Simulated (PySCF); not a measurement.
An unknown gives this computed stick spectrum. Method used: PySCF, TDDFT CAM-B3LYP/def2-SVPD, vertical, gas phase, core orbitals frozen in the response. Geometries: GFN2-xTB, one conformer each.

```csv
state,E (eV),f
S1,5.00,0.179
S2,5.70,0.0089
S3,5.87,0.0012
S4,6.05,0.020
S5,6.36,0.0043
S6,6.63,0.0067
S7,6.78,0.172
S8,7.19,0.0052
```

Question: Which structure fits?
A. `CCO[Si@H](F)[SiH2]C`
B. `Fc1cpc([SiH3])o1`
C. `[Si@@H](F)([SiH2]C)CC`

Answer: B. Its S1, at 5.00 eV, is the lowest among the candidates; the nearest of the others has S1 at 6.47 eV. S1 is HOMO→LUMO (95%). Löwdin shares by element: HOMO carbon 55%, phosphorus 23% (atoms not listed hold the other 22%); LUMO phosphorus 37%, carbon 35% or more, oxygen 12% (atoms not listed hold the other 16%). At the same level the other candidates give, for their lowest levels:
- `CCO[Si@H](F)[SiH2]C`: 6.47 eV (f 0.011); 7.02 eV (f 0.049); 7.76 eV (f 0.093); 7.89 eV (f 0.028); 7.96 eV (f 0.007); T1 5.79 eV; HOMO -9.34, LUMO 0.49 eV
- `CC[Si@H](F)[SiH2]C`: 6.47 eV (f 0.023); 6.96 eV (f 0.049); 7.27 eV (f 0.014); 7.76 eV (f 0.070); 7.93 eV (f 0.044); T1 5.75 eV; HOMO -9.28, LUMO 0.58 eV
Triplets come from the Tamm–Dancoff approximation.
